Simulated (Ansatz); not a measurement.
Sn(H)(Cl)2(Me) (CH4Cl2Sn), SMILES [CH3][SnH]([Cl])[Cl].

Geometry optimised at r2SCAN-D4/def2-SVP. The structure was generated by enumeration; whether it is a known compound was not checked. The def2 effective core potentials stand for the cores of Sn; spin–orbit coupling is left out.

Two levels are set side by side: PBE/def2-SVPD (Ansatz, a quantum-chemistry and plane-wave program) and CAM-B3LYP/def2-SVPD (Ansatz). Energy differences of separate SCF runs at the same geometry; the states with an electron removed or added have multiplicity 2 and 2. Differences are taken from unrounded values.

| quantity | CAM-B3LYP |
|---|---|
| vertical ionisation energy (eV) | 10.88 |
| vertical singlet–triplet gap (eV) | 5.71 |

Question: What does PBE give, and how far is it from CAM-B3LYP? (The exact figures need the calculation; the answer reports its results.)

Answer: 
```csv
quantity,PBE,PBE minus CAM-B3LYP
vertical ionisation energy (eV),10.09,-0.79
vertical singlet–triplet gap (eV),4.86,-0.86
```
